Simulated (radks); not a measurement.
The phosphorus ion P6+ is in [He] 2s2 2p5. All-electron calculation, scalar-relativistic Kohn-Sham, BLYP, spin-polarised, spherical densities, finite nucleus; Fermi nuclear charge, rms radius of each element as measured or else 0.836 A^(1/3) + 0.57 fm. Program: a radial shooting solver on a logarithmic mesh with Libxc functionals. Open shells are filled with parallel spins first. One electron is removed from 2s, 1s, 2p in turn, with full relaxation. Which removal costs least, and what does each cost?

Answer. 2p 264.22 eV; 2s 309.74 eV; 1s 2297.3 eV. The 2p electron leaves first.
